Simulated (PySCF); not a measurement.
**How methods differ on the excitation energy of Tl²⁺**

Tl²⁺ [Xe] 4f14 5d10 6s1 (2S) → Tl²⁺ [Xe] 4f14 5d10 6p1 (2P), as a difference of total energies. Calculation: PySCF 2.14, in x2c-TZVPPall with one added diffuse shell each of s, p, d, f type (12s8p7d4f, 99 functions); the spin-free X2C one-electron Hamiltonian (Gaussian nucleus). Correlated levels: valence and next inner shell: [Kr] 4d10 4f14 frozen. The calculations carry no spin-orbit coupling.

| method | excitation energy (cm⁻¹) |
| --- | --- |
| UHF | 70766 |
| MP2 (valence and next inner shell) | 75804 |
| SCS-MP2 (valence and next inner shell) | 75179 |
| CCSD (valence and next inner shell) | 74569 |
| CCSD(T) (valence and next inner shell) | 74530 |

A first-order spin-orbit estimate (lowest level to lowest level, LS coupling) adds -0.965 eV.
